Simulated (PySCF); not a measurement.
## Sb: electron affinity

Sb⁻ [Kr] 4d10 5s2 5p4 (3P) → Sb [Kr] 4d10 5s2 5p3 (4S), as a difference of total energies. Computed with PySCF 2.14 in def2-QZVPPD with the def2 core potential (28 electrons) (8s6p5d4f1g, 88 functions), with scalar relativity through the core potential. Correlated levels: valence: 4s2 4p6 4d10 frozen; valence and next inner shell: nothing frozen outside the core potential. The calculations carry no spin-orbit coupling.

```json
{"method": "UHF", "electron affinity (eV)": "-0.108"}
{"method": "LDA", "electron affinity (eV)": "1.107"}
{"method": "PBE", "electron affinity (eV)": "0.875"}
{"method": "PBE0", "electron affinity (eV)": "0.831"}
{"method": "r2SCAN", "electron affinity (eV)": "0.856"}
{"method": "wB97X-V", "electron affinity (eV)": "0.946"}
{"method": "B97-3", "electron affinity (eV)": "0.827"}
{"method": "BLYP", "electron affinity (eV)": "0.904"}
{"method": "M06-L", "electron affinity (eV)": "0.884"}
{"method": "MP2 (valence)", "electron affinity (eV)": "0.584"}
{"method": "SCS-MP2 (valence)", "electron affinity (eV)": "0.650"}
{"method": "MP2 (valence and next inner shell)", "electron affinity (eV)": "0.583"}
{"method": "SCS-MP2 (valence and next inner shell)", "electron affinity (eV)": "0.637"}
```

The reference lies between the lowest fine-structure levels, while these numbers refer to the centres of the terms.

Errors of the correlated levels include the incompleteness of this basis and the frozen core.

A negative affinity means that the anion lies above the atom at that level of theory.

In the anion the highest occupied orbital energy is positive at LDA, PBE, PBE0, r2SCAN, B97-3, BLYP, M06-L, a self-interaction effect; the basis confines that electron, and the energy difference can still be sensible.

For comparison: 1.047 eV (measured; photodetachment measurements, as compiled on the Wikipedia data page of electron affinities).
